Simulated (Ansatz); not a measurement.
`CS[SiH](N)Cl` → `[CH2]` (triplet) + `N[SiH](S)Cl`  (formal loss of a carbene)

Calculated with Ansatz (gas phase, PBE0-D4/def2-TZVP geometries, no zero-point term in ΔE). CCSD(T)/CBS adds triple-zeta CCSD(T) − MP2 to the extrapolated MP2 energy (def2 sets, frozen cores). This one scheme is used for every species. DFT in def2-TZVPP. HSE06 is defined as in plane-wave codes. Triplets are unrestricted, without spin–orbit coupling. Each species was taken in one conformer, which may not be the lowest.

`CS[SiH](N)Cl`:

Cartesian coordinates in Å:
```
C -0.093 -1.180 -1.451
S 1.400 -0.330 -0.859
Si 0.536 1.036 0.494
N -0.409 0.216 1.649
Cl -0.778 2.352 -0.395
H 0.242 -2.063 -1.995
H -0.719 -1.484 -0.614
H -0.656 -0.533 -2.122
H 1.677 1.841 0.988
H -1.181 0.674 2.105
H -0.017 -0.529 2.200
```

`[CH2]` (triplet):

Cartesian coordinates in Å:
```
C -0.125 -0.149 0.196
H 0.619 -0.714 -0.345
H -0.494 0.864 0.150
```

`N[SiH](S)Cl`:

```xyz
8

N    -0.518   -1.316   -0.121
Si   -0.125    0.276    0.302
S     1.957    0.466   -0.072
Cl   -1.096    1.768   -0.754
H    -1.344   -1.758    0.249
H    -0.244   -1.704   -1.009
H    -0.529    0.481    1.707
H     1.898    1.787   -0.301
```

```csv
level,ΔE (kJ/mol)
revPBE-D4,419.4
r2SCAN,397.7
HSE06,414.2
CCSD(T)/def2-TZVPP,409.0
```

Question: What does CCSD(T)/CBS give? (Best estimate.)

Answer: The calculation gave: +422.5 kJ/mol. The listed levels differ from it by -3.1, -24.8, -8.3, -13.5 kJ/mol.

Question: What do rigid-rotor, harmonic-oscillator terms from PBE0-D4/def2-TZVP frequencies (298.15 K, 1 bar) make of the CCSD(T)/CBS value? (Best estimate.)

Answer: Computed: ΔZPE = -31.9 kJ/mol, ΔH = +395.9 kJ/mol, ΔS = 154 J/(mol·K), ΔG = +350.0 kJ/mol. Open shells count their whole term as degenerate.

Largest T1 diagnostic among the species: 0.011.

From PBE to PBE0 (25 % exact exchange), in def2-TZVPP and without D4, ΔE moves by −8.5 kJ/mol. Leaving LDA and LC-ωPBE aside and taking each functional with its dispersion term where it has one, the values, not all of them listed here, spread over 37.3 kJ/mol, from r2SCAN0-D4 to ωB97X-V. LDA lies +70.0 kJ/mol from PBE without D4. In def2-TZVPP, CCSD(T) changes the Hartree–Fock value by +137.3 kJ/mol (the triples alone add +12.4 kJ/mol) and MP2 by +152.1 kJ/mol.
